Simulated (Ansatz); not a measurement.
C3H7O, doublet, at a GFN2-xTB geometry. Base run: Ansatz (an electronic-structure program) with PBE0/3-21G.

Input for Ansatz:
Ansatz 0.2 input:
```yaml
crystal:
  periodic: [false, false, false]
  atoms:
    - {symbol: C, position_ang: [-1.89223601, -0.24806103, 0.13597528]}
    - {symbol: C, position_ang: [-0.54241439, 0.34178157, 0.24412449]}
    - {symbol: C, position_ang: [0.62947001, -0.25810594, -0.42893963]}
    - {symbol: O, position_ang: [1.86541480, 0.25467953, 0.01563737]}
    - {symbol: H, position_ang: [-1.84030574, -1.27945500, -0.20679639]}
    - {symbol: H, position_ang: [-2.41001552, -0.21770240, 1.09700624]}
    - {symbol: H, position_ang: [-2.51798949, 0.31056854, -0.57048766]}
    - {symbol: H, position_ang: [-0.42574496, 1.31068765, 0.69919261]}
    - {symbol: H, position_ang: [0.60646553, -1.35835618, -0.31618966]}
    - {symbol: H, position_ang: [0.62082017, -0.05639144, -1.51388513]}
    - {symbol: H, position_ang: [1.87453379, 0.23952489, 0.97910034]}
basis:
  gaussian:
    orbitals: 3-21G.json
hamiltonian:
  xc: pbe0
magnetization: {spin_polarized: true, initial_magnetization: 1}
```
The basis file holds 3-21G in the JSON format of the Basis Set Exchange.

Variants of this job, named by their change:

```json
[
 {"change": "base", "ΔE vs base (mEh)": "0.000"},
 {"change": "lower_state_search = full", "ΔE vs base (mEh)": "0.000"},
 {"change": "forces = on", "ΔE vs base (mEh)": "0.000"},
 {"change": "final_grid = 4, 8, 17", "ΔE vs base (mEh)": "0.469"},
 {"change": "nuclear_model = gaussian", "ΔE vs base (mEh)": "0.018"},
 {"change": "accuracy = high", "ΔE vs base (mEh)": "0.020"},
 {"change": "lower_state_search = light", "ΔE vs base (mEh)": "0.000"},
 {"change": "fitting.mean_field = def2-universal-JKFIT", "ΔE vs base (mEh)": "-0.099"},
 {"change": "fitting.mean_field = cc-pVTZ-JKFIT", "ΔE vs base (mEh)": "-0.086"},
 {"change": "point_charge = charge:0.5 position_ang:2.0184, 0.755, -4.8294", "ΔE vs base (mEh)": "-2.764"},
 {"change": "point_charge = charge:1.0 position_ang:-1.6335, -5.1819, -1.4974", "ΔE vs base (mEh)": "1.118"}
]
```
